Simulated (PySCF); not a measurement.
A small calculation by hand: oscillator strength and radiative lifetime

CH4AlClO, SMILES C[O][AlH][Cl].

Geometry: PBE-D3(BJ)/def2-SVP. Other conformers were not sampled.

TDA-CAM-B3LYP/def2-SVPD in PySCF puts the first singlet state with f over 0.02 at 6.89 eV (vertical), with the transition dipole (0.209, 0.287, 0.000) in atomic units.

Question: Find the oscillator strength, the wavelength and the radiative lifetime that this transition would have in vacuum if emission retraced absorption.

Answer: 
|μ|² = 0.1260 au, so |μ| = 0.90 D. ΔE = 6.89/27.211 = 0.2532 hartree. f = (2/3) ΔE |μ|² = 0.021 (the program prints 0.021).
λ = 1239.84/6.89 = 180 nm; ν = 55572 cm⁻¹.
Einstein's coefficient A = 0.6670 ν² f s⁻¹ (ν in cm⁻¹) = 4.4e7 s⁻¹, so τ = 1/A = 23 ns. This state is S2; the lower singlet has f = 0.000. The figure is the radiative limit of this one transition; relaxation, internal conversion, crossing to triplets and a medium change what is measured.
